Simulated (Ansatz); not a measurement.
C4H8Ge can be A, `C=[CH][GeH2][CH]=C`, or B, `[CH3][GeH2][C]1=CC1`.

Calculated with Ansatz (gas phase, PBE0-D4/def2-TZVP geometries, no zero-point term in ΔE). CCSD(T)/CBS is the MP2 limit (def2-TZVPP, def2-QZVPP) plus CCSD(T) − MP2 in def2-TZVPP, frozen cores. DFT in def2-TZVPP. B3LYP here is the variant with VWN-RPA as its local correlation; programs differ in this. For Ge outer-core shells are correlated without core-valence functions, which leaves a few kJ/mol of doubt a bond. Scalar relativity is left out up to krypton. One conformer a species, not always the lowest.

**Question.** Which isomer does CCSD(T)/CBS put lower? Give the gap. (An estimate is asked.)

**Answer.** Computed: A, by 90.8 kJ/mol.

**Question.** Give E(B) − E(A) in kJ/mol with PBE0-D4, CCSD(T)/def2-TZVPP, B3LYP-D4, B3LYP, MP2/def2-TZVPP, ωB97M-V, CCSD/def2-TZVPP. (Estimate.)

**Answer.** Computed: PBE0-D4 71.2, CCSD(T)/def2-TZVPP 90.3, B3LYP-D4 94.6, B3LYP 90.1, MP2/def2-TZVPP 74.0, ωB97M-V 82.4, CCSD/def2-TZVPP 89.9. None reverses the order clearly.

Largest T1 diagnostic: 0.012.

The D4 term adds +4.5 kJ/mol with B3LYP and +2.4 kJ/mol with PBE0; it sums over pairs of atoms, weighted by their polarisabilities, and B3LYP, whose exchange is more repulsive, gets the larger term. In def2-TZVPP, CCSD(T) changes the Hartree–Fock value by −12.1 kJ/mol (the triples alone add +0.4 kJ/mol) and MP2 by −28.4 kJ/mol.
